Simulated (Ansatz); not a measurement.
(HBe-mu-Br)2 (Be₂H₂Br₂). Charge 0, multiplicity 3. Geometry B3LYP-D4/def2-TZVP, that of the neutral singlet; atoms count from 1.

```xyz
6

Be   -0.674    1.002   -0.669
H    -1.316    1.961   -1.324
Br    1.320    1.025    0.205
Be    0.673   -1.001    0.671
H     1.325   -1.969    1.303
Br   -1.328   -1.018   -0.187
```

At PBE0-D4/def2-TZVP a singlet of charge 0 lies 5.64 eV below the triplet at the same geometry.

Estimate the Mulliken populations from the PBE0/def2-TZVP orbitals of Ansatz.


| atom | charge (e) | spin (α − β) |
| --- | --- | --- |
| Be1 | -0.29 | 1.21 |
| H2 | 0.23 | 0.52 |
| Br3 | -0.04 | 0.08 |
| Be4 | 0.17 | 0.04 |
| H5 | -0.03 | 0.07 |
| Br6 | -0.04 | 0.08 |
Mulliken values depend strongly on the basis.

Where does the spin sit?

Summed by element: Be 1.25, H 0.59, Br 0.16, of 2 unpaired in all. Largest on single atoms: Be1 1.21, H2 0.52, Br3 0.08.

And the Mayer bond orders between heavy atoms (over 0.3)?

Be1–Br3 0.75 (2.18 Å); Be1–Br6 0.75 (2.18 Å); Br3–Be4 0.79 (2.18 Å); Be4–Br6 0.79 (2.18 Å).
